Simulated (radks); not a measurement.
The numbers below are computed, except where a source is named.
The chlorine ion Cl2+ inside a hard spherical wall (all orbitals vanish at R), configuration held at [Ne] 3s2 3p3 and not refilled when levels cross. Level of theory: non-relativistic Kohn-Sham, PBE, spin-unpolarised, spherical densities, point nucleus (a radial shooting solver on a logarithmic mesh with Libxc functionals). Eigenvalues in eV, with the zero of energy where the potential of the charges vanishes at infinity; a dash marks a level that is unbound or too diffuse for the functional's potential to be trusted. A positive occupied level is held by the wall or, in an anion where self-interaction has pushed it up, behind a barrier. The pressure on the wall is -dE/dV.

| R (bohr) | E (hartree) | kinetic (hartree) | e(2s) | e(2p) | e(3s) | e(3p) | e(3d, empty) | e(4s, empty) | pressure (GPa) |
|---|---|---|---|---|---|---|---|---|---|
| free | -458.51653 | 458.007 | -278.85 | -219.54 | -44.720 | -31.692 | -14.015 | -12.471 | 0 |
| 15 | -458.51653 | 458.007 | -278.85 | -219.54 | -44.720 | -31.692 | -14.015 | -12.471 | < 0.0001 |
| 12 | -458.51653 | 458.007 | -278.85 | -219.54 | -44.720 | -31.692 | -14.015 | -12.471 | < 0.0001 |
| 10 | -458.51653 | 458.007 | -278.85 | -219.54 | -44.720 | -31.692 | -14.015 | -12.466 | < 0.0001 |
| 8 | -458.51653 | 458.007 | -278.85 | -219.54 | -44.720 | -31.692 | -14.010 | -12.386 | < 0.0001 |
| 5 | -458.51394 | 458.037 | -278.73 | -219.41 | -44.638 | -31.598 | -13.570 | -9.169 | 0.618 |
| 2 | -454.78823 | 472.565 | -250.43 | -190.40 | -13.806 | 3.246 | 25.433 | 147.30 | 5360 |
| 1.5 | -445.03759 | 499.599 | -219.26 | -157.73 | 52.715 | 70.353 | 80.361 | 370.57 | 38300 |
